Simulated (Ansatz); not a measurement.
Geometry optimisation, UKS PBE-D4/def2-SVP (Ansatz 0.2.0).

input.yaml

```yaml
crystal:
  periodic: [false, false, false]
  atoms:
    - { symbol: O, position_ang: [-0.17855, 1.3511, -1.40856] }
    - { symbol: C, position_ang: [-0.5843, 0.39698, -0.74527] }
    - { symbol: Si, position_ang: [0.37513, -0.35963, 0.63382] }
    - { symbol: F, position_ang: [-0.22581, -1.56366, 1.50634] }
    - { symbol: H, position_ang: [-1.57811, -0.03809, -0.94773] }
    - { symbol: H, position_ang: [1.62507, 0.00509, 1.24134] }
magnetization:
  spin_polarized: true
  initial_magnetization: 1
basis:
  gaussian: { orbitals: def2-SVP }
hamiltonian:
  xc: pbe
  dispersion: d4
relax:
  f_tol: 0.015
  max_steps: 40
```

Launched with:

```bash
$ ansatz run input.yaml --threads 1 --pin off --max-ram 2048MiB --backend cpu --events-out ev --progress --plain --runs-dir out
```

**Question.** Where does it end, and by what steps?

**Answer.** It converged. After 11 steps the energy has fallen by 0.287 eV; Si3 moved furthest, 0.40 Å.

| step | energy less start (eV) | largest force component (eV/Å) | accepted |
| --- | --- | --- | --- |
| 0 | 0.0000 | 1.022 | yes |
| 1 | -0.0729 | 0.699 | yes |
| 2 | -0.1251 | 0.637 | yes |
| 3 | -0.2053 | 0.951 | yes |
| 4 | -0.2600 | 0.823 | yes |
| 5 | -0.1345 | 2.470 | no |
| 6 | -0.2851 | 0.157 | yes |
| 7 | -0.2866 | 0.040 | yes |
| 8 | -0.2864 | 0.059 | no |
| 9 | -0.2868 | 0.019 | yes |
| 10 | -0.2868 | 0.030 | no |
| 11 | -0.2868 | 0.008 | yes |

```xyz
6
Properties=species:S:1:pos:R:3
O -0.113 1.358 -1.267
C -0.569 0.368 -0.719
Si 0.554 -0.673 0.451
F -0.341 -1.493 1.565
H -1.620 -0.001 -0.927
H 1.522 0.233 1.178
```

Time of the run: 24 s on 1 thread of Intel(R) Xeon(R) 6975P-C (Granite Rapids), with other jobs on the host, peak memory 0.19 GiB.
